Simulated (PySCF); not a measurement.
The same groups moved round the core (trisilane hydroxy+silyl). Gas-phase values, no solvent. One relaxed conformer stands for each flexible species; it need not be the lowest. Strings in code marks are SMILES.

The T1 excitation (TDA) from two functionals at the same geometries (PBE0-D3(BJ)/def2-TZVP), both in PySCF: PBE-D3(BJ)/def2-TZVP and PBE0-D3(BJ)/def2-TZVP. Excitations are Tamm–Dancoff values on a coarser integration grid. The basis has no diffuse functions, so Rydberg states are missing or too high.

```json
[
 {"species": "`[SiH2]([SiH2]O)[SiH2][SiH3]`", "PBE-D3(BJ)/def2-TZVP (eV)": "4.98", "PBE0-D3(BJ)/def2-TZVP (eV)": "5.32"},
 {"species": "`[SiH3][SiH]([SiH2]O)[SiH3]` (H–O–Si–Si torsion 180°, O–Si–Si–Si torsion -62°)", "PBE-D3(BJ)/def2-TZVP (eV)": "4.95", "PBE0-D3(BJ)/def2-TZVP (eV)": "5.27"},
 {"species": "`[SiH2]([SiH3])[Si@H]([SiH3])O` (H–O–Si–Si torsion 56°, Si–Si–Si–Si torsion 172°)", "PBE-D3(BJ)/def2-TZVP (eV)": "4.37", "PBE0-D3(BJ)/def2-TZVP (eV)": "4.67"},
 {"species": "`O[Si]([SiH3])([SiH3])[SiH3]` (H–O–Si–Si torsion 60°)", "PBE-D3(BJ)/def2-TZVP (eV)": "4.21", "PBE0-D3(BJ)/def2-TZVP (eV)": "4.54"}
]
```

Over these rows, drawn at random from the members with no instability flagged (it was tested for open shells, ions and some series alone), PBE minus PBE0-D3(BJ): mean -0.32 eV, from -0.34 eV to -0.30 eV.
